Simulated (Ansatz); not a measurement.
`C[CH2][Al]([Cl])[Cl]` + `BO` → `B[O][Al]([Cl])[Cl]` + `CC` at 298.15 K and 1 bar (ligand exchange at the Al–C bond).

Program: Ansatz. Geometries: PBE0-D4/def2-TZVP. ΔE: electronic, gas phase. CBS: MP2 limit from def2 TZ/QZ plus the TZ coupled-cluster correction, frozen cores. This one scheme is used for every species. Each species was taken in one conformer, which may not be the lowest.

| species | CCSD(T)/CBS energy (Eh) | H − E (kJ/mol) | S (J/(mol·K)) |
| --- | --- | --- | --- |
| `C[CH2][Al]([Cl])[Cl]` | -1240.84163 | 201.0 | 377.2 |
| `BO` | -101.80414 | 103.5 | 230.4 |
| `B[O][Al]([Cl])[Cl]` | -1262.97636 | 97.3 | 364.1 |
| `CC` | -79.71954 | 207.7 | 227.7 |

H − E and S are ideal-gas, rigid-rotor, harmonic terms from PBE0-D4/def2-TZVP, for one conformer and one mirror image of each species. 1 Eh = 2625.50 kJ/mol, R = 8.31446 J/(mol·K).

**Question.** By hand: ΔE, ΔH, ΔS and ΔG.

**Answer.** ΔE = (-1262.97636) + (-79.71954) − (-1240.84163) − (-101.80414) = -0.05013 Eh = -131.6 kJ/mol. Δ(H − E) = 97.3 + 207.7 − 201.0 − 103.5 = 0.5, so ΔH = -131.1 kJ/mol. ΔS = 364.1 + 227.7 − 377.2 − 230.4 = -15.8 J/(mol·K). ΔG = -131.1 − 298.15 × (-15.8)/1000 = -126.4 kJ/mol.

**Question.** By hand: the equilibrium constant, and the temperature at which ΔG would vanish if ΔH and ΔS stayed fixed.

**Answer.** log₁₀ K = −ΔG/(RT ln 10) = 22.1. ΔG = 0 at ΔH/ΔS = 8297 K, far beyond where these terms or the molecules hold.

ΔH outweighs TΔS. A doubt of 5 kJ/mol in ΔE shifts log₁₀ K by 0.9 here. Other conformers and mirror images would add mixing entropy, several J/(mol·K) or more a flexible species. Modes under 60 cm⁻¹, often nearly free rotors, make the harmonic entropy too high. These are equilibria of isolated gas molecules and say nothing of rates. Largest T1 diagnostic: 0.014 (customary marks: 0.02 for closed shells, 0.045 for open ones).
